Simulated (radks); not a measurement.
Task: Species: W LVII. Configuration: [Ar]. All-electron calculation, non-relativistic Kohn-Sham, TPSS, spin-polarised, spherical densities, point nucleus; meta-GGA in the generalised Kohn-Sham scheme; relativity is left out, which matters for an element this heavy. Program: a radial shooting solver on a logarithmic mesh with Libxc functionals. Some entries of the table are withheld. Estimate them.

orbital,occ.,eigenvalue (Ry),<r> (bohr),<r^2> (bohr^2)
1s,2,-4985.307,0.02046,0.0005596
2s,2,-1058.269,0.08556,0.008564
2p,6,(1),(2),0.006327
3s,2,-422.3551,0.2036,0.04706
3p,6,-410.7618,0.1925,0.04268

Result: 
(1) 2p eigenvalue (Ry): -1029.015
(2) 2p <r> (bohr): 0.07238
